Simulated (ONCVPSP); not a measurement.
# neodymium (Nd), ONCV: configuration errors across variants

neodymium, optimised norm-conserving Vanderbilt (ONCV), made with ONCVPSP 4.0.1 (PBE, scalar-relativistic). Core [Kr] 4d10 4f3, reference 5s2 5p6 5d1 6s2. Waves: 5s+6s: rc 2.25 bohr, ncon 4, nbas 7, qcut 6.8 1/bohr, 2 projectors; 5p: rc 2.35 bohr, ncon 4, nbas 8, qcut 5.2 1/bohr, 1 projector; 5d: rc 3.95 bohr, ncon 5, nbas 10, qcut 4.4 1/bohr, 3 projectors, debl 0.6 Ha. Local part: polynomial inside 1.80 bohr (lpopt 5, dvloc0 0 Ha). Core correction: none.

All-electron excitation energies from the reference (eV): (1) 5s2 5p6 5d1 6s1 6.265; (2) 5s2 5p6 5d1 6s0 17.699; (3) 5s2 5p6 5d0 6s0 37.196; (4) 5s2 5p6 5d1.5 6s1.5 0.526.

Errors AE − PS in meV (a dash: test not solved or not reliable):

| change | (1) | (2) | (3) | (4) | bound ghosts | GHOST(+) flags above zero |
| --- | --- | --- | --- | --- | --- | --- |
| base | -0.5 | +2.5 | -4.6 | +0.3 | none | s |
| d: ncon 4, nbas 9 | -0.6 | +1.2 | +10 | +1.3 | none | s |
| p: qcut 6.2 | -0.5 | +2.4 | -6.2 | +0.3 | none | s |
| s: qcut 6.7; p: qcut 5.1; d: qcut 4.3 | -0.6 | +2.1 | -0.9 | +0.6 | none | s |
| core correction Teter function fitted to the true core (icmod 2), fcfact 0.45 | -0.6 | +1.8 | -5.1 | +0.2 | none | s |
| p: nproj 2 | -0.5 | +2.4 | -8.6 | +0.3 | none | s |

(1) Give the same row for: local potential polynomial inside 1.55 bohr (lpopt 5, dvloc0 6 Ha).

## Answers

(1) -0.6, +2.5, -5.3, +0.3; bound ghosts: none; GHOST(+) flags above zero: s.
